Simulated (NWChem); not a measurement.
System: MgNH3O; SMILES [NH2][Mg][OH]

Here is an NWChem input.

```
start job
memory heap 200 mb stack 900 mb global 1100 mb
geometry units angstroms noautosym nocenter noautoz
  Mg    -0.397307     0.147971    -0.000958
  O     -0.297179     1.912210    -0.000532
  H     -0.436752     2.852545     0.002681
  N     -0.448945    -1.738260    -0.001763
  H     -0.456954    -2.343259    -0.817746
  H     -0.473730    -2.342528     0.814416
end
basis spherical
  Mg library pcsseg-1
  O library pcsseg-1
  H library pcsseg-1
  N library pcsseg-1
end
dft
  xc kt2
  iterations 150
end
property
  shielding 5 1 2 3 4 5
end
task dft property
```

NWChem printed, in part:

```
             Northwest Computational Chemistry Package (NWChem) 7.3.0
             --------------------------------------------------------

                             Geometry "geometry" -> ""
                             -------------------------

 Output coordinates in angstroms (scale by  1.889725989 to convert to a.u.)

  No.       Tag          Charge          X              Y              Z
 ---- ---------------- ---------- -------------- -------------- --------------
    1 Mg                  12.0000    -0.39730700     0.14797100    -0.00095800
    2 O                    8.0000    -0.29717900     1.91221000    -0.00053200
    3 H                    1.0000    -0.43675200     2.85254500     0.00268100
    4 N                    7.0000    -0.44894500    -1.73826000    -0.00176300
    5 H                    1.0000    -0.45695400    -2.34325900    -0.81774600
    6 H                    1.0000    -0.47373000    -2.34252800     0.81441600

 Effective nuclear repulsion energy (a.u.)      82.6391991233

                              NWChem Property Module
                              ----------------------

  itol2e modified to match energy
  convergence criterion.

                                 NWChem DFT Module
                                 -----------------

 Summary of "ao basis" -> "ao basis" (spherical)
 ------------------------------------------------------------------------------
       Tag                 Description            Shells   Functions and Types
 ---------------- ------------------------------  ------  ---------------------
 Mg                         pcsseg-1                 8       16   4s4p
 O                          pcsseg-1                 7       17   3s3p1d
 H                          pcsseg-1                 3        5   2s1p
 N                          pcsseg-1                 7       17   3s3p1d

  itol2e modified to match energy
  convergence criterion.

            General Information
            -------------------
          SCF calculation type: DFT
          Wavefunction type:  closed shell.
          No. of atoms     :     6
          No. of electrons :    30
           Alpha electrons :    15
            Beta electrons :    15
          Charge           :     0
          Spin multiplicity:     1
          Use of symmetry is: off; symmetry adaption is: off
          Maximum number of iterations: 150
          AO basis - number of functions:    65
                     number of shells:    31
          Convergence on energy requested:  1.00D-07
          Convergence on density requested:  1.00D-05
          Convergence on gradient requested:  5.00D-04

              XC Information
              --------------
                          KT2 Method XC Functional
                        Slater Exchange Functional  1.072 local
                           KT1 gradient correction  1.000 non-local
            Perdew 1991 LDA Correlation Functional  0.577 local

             Grid Information
             ----------------
          Grid used for XC integration:  fine
          Radial quadrature: Mura-Knowles
          Angular quadrature: Lebedev.
          Tag              B.-S. Rad. Rad. Pts. Rad. Cut. Ang. Pts.
          ---              ---------- --------- --------- ---------
          Mg                  1.50      123          10.0       770
          O                   0.60       70          12.0       590
          H                   0.35       60          13.0       590
          N                   0.65       70          12.0       590
          Grid pruning is: on
          Number of quadrature shells:   443
          Spatial weights used:  Erf1

      Superposition of Atomic Density Guess
      -------------------------------------

 Sum of atomic energies:        -330.11969995

      Non-variational initial energy
      ------------------------------

 Total energy =    -330.644844
 1-e energy   =    -621.050988
 2-e energy   =     207.766945
 HOMO         =      -0.347361
 LUMO         =      -0.106644

   convergence    iter        energy       DeltaE   RMS-Dens  Diis-err
 ---------------- ----- ----------------- --------- --------- ---------
 d= 0,ls=0.0,diis     1   -335.6635571421 -4.18D+02  2.35D-02  1.10D+00
 d= 0,ls=0.0,diis     2   -335.2973056390  3.66D-01  1.65D-02  4.57D+00
 d= 0,ls=0.0,diis     3   -335.7781871381 -4.81D-01  2.79D-03  5.26D-02
 d= 0,ls=0.0,diis     4   -335.7795495840 -1.36D-03  1.56D-03  3.92D-02
 d= 0,ls=0.0,diis     5   -335.7835384724 -3.99D-03  2.72D-04  1.05D-03
  Resetting Diis
 d= 0,ls=0.0,diis     6   -335.7836535805 -1.15D-04  2.32D-05  9.09D-06
 d= 0,ls=0.0,diis     7   -335.7836545359 -9.55D-07  6.94D-06  1.28D-07
 d= 0,ls=0.0,diis     8   -335.7836545172  1.87D-08  4.18D-06  3.40D-07

         Total DFT energy =     -335.783654517151
      One electron energy =     -625.948225250266
           Coulomb energy =      244.794617932645
    Exchange-Corr. energy =      -37.269246322837
 Nuclear repulsion energy =       82.639199123308

 Numeric. integr. density =       30.000000239786

                       DFT Final Molecular Orbital Analysis
                       ------------------------------------

[...]

          -----------------------------------------
          Chemical Shielding Tensors (GIAO, in ppm)
          -----------------------------------------

                                NWChem CPHF Module
                                ------------------

  scftype          =     RHF
  nclosed          =       15
  nopen            =        0
  variables        =      750
  # of vectors     =        3
  tolerance        = 0.10D-03
  level shift      = 0.00D+00
  max iterations   =       50
  max subspace     =       30

 SCF residual:    1.4577677416170370E-004

Iterative solution of linear equations
  No. of variables      750
  No. of equations        3
  Maximum subspace       30
        Iterations       50
       Convergence  1.0D-04

   iter   nsub   residual    time
   ----  ------  --------  ---------
     1      3    6.52D-05       7.0

      Atom:    1  Mg
        Diamagnetic
    708.1999      0.3823     -0.0172
      0.3823    715.5901      0.0004
     -0.0172      0.0004    709.7444

        Paramagnetic
   -272.4759      2.9319      0.2106
      2.9319    -27.3972      0.2196
      0.2106      0.2196   -291.5749

        Total Shielding Tensor
    435.7240      3.3142      0.1934
      3.3142    688.1929      0.2200
      0.1934      0.2200    418.1695

           isotropic =     514.0288
          anisotropy =     261.3117

          Principal Components and Axis System
                 1           2           3
              688.2366    435.6826    418.1673

      1         0.0131      0.9999     -0.0109
      2         0.9999     -0.0131     -0.0007
      3         0.0008      0.0109      0.9999

      Atom:    2  O
        Diamagnetic
    381.6584     -1.9866     -0.0147
     -1.9866    417.3626      0.0740
     -0.0147      0.0740    381.4222

        Paramagnetic
     -9.9756      1.8498     -0.1630
      1.8498     -8.6026     -0.0007
     -0.1630     -0.0007      6.4160

        Total Shielding Tensor
    371.6827     -0.1368     -0.1777
     -0.1368    408.7600      0.0733
     -0.1777      0.0733    387.8381

           isotropic =     389.4270
          anisotropy =      29.0007

          Principal Components and Axis System
                 1           2           3
              408.7608    387.8398    371.6803

      1        -0.0037     -0.0110      0.9999
      2         1.0000     -0.0036      0.0037
      3         0.0035      0.9999      0.0110

      Atom:    3  H
        Diamagnetic
     25.7460     -2.7173     -0.0116
     -2.7173     47.4726      0.0669
     -0.0116      0.0669     25.5283

        Paramagnetic
     -1.2419      0.1625      0.0035
      0.1625     -0.2877      0.0004
      0.0035      0.0004     -1.4327

        Total Shielding Tensor
     24.5040     -2.5548     -0.0081
     -2.5548     47.1849      0.0673
     -0.0081      0.0673     24.0955

           isotropic =      31.9282
          anisotropy =      23.3117

          Principal Components and Axis System
                 1           2           3
               47.4693     24.2198     24.0953

      1        -0.1106      0.9939      0.0054
      2         0.9939      0.1106     -0.0023
      3         0.0029     -0.0051      1.0000

      Atom:    4  N
        Diamagnetic
    299.4090      0.6031     -0.2372
      0.6031    328.7840      0.0092
     -0.2372      0.0092    322.4451

        Paramagnetic
    -37.0443      0.4080     -0.9062
      0.4080    -22.2858      0.0089
     -0.9062      0.0089     50.7529

        Total Shielding Tensor
    262.3647      1.0111     -1.1434
      1.0111    306.4982      0.0181
     -1.1434      0.0181    373.1980

           isotropic =     314.0203
          anisotropy =      88.7842

          Principal Components and Axis System
                 1           2           3
              373.2098    306.5214    262.3297

      1        -0.0103      0.0229      0.9997
      2         0.0001      0.9997     -0.0229
      3         0.9999      0.0001      0.0103

      Atom:    5  H
        Diamagnetic
     23.3592      0.1852      0.0729
      0.1852     34.3523      8.1408
      0.0729      8.1408     37.0734

        Paramagnetic
      2.0226     -0.0442     -0.0076
     -0.0442     -0.2493      0.5936
     -0.0076      0.5936      3.7203

        Total Shielding Tensor
     25.3818      0.1411      0.0653
      0.1411     34.1030      8.7344
      0.0653      8.7344     40.7937

           isotropic =      33.4261
          anisotropy =      20.0642

          Principal Components and Axis System
                 1           2           3
               46.8023     28.0975     25.3786

      1         0.0062      0.0291      0.9996
      2         0.5667      0.8234     -0.0276
      3         0.8239     -0.5666      0.0114
```

Level: KT2/pcSseg-1, GIAO. Coordinates come from a PBE0/def2-SVP optimisation. The printed shielding anisotropy is the first printed principal value minus the mean of the other two.
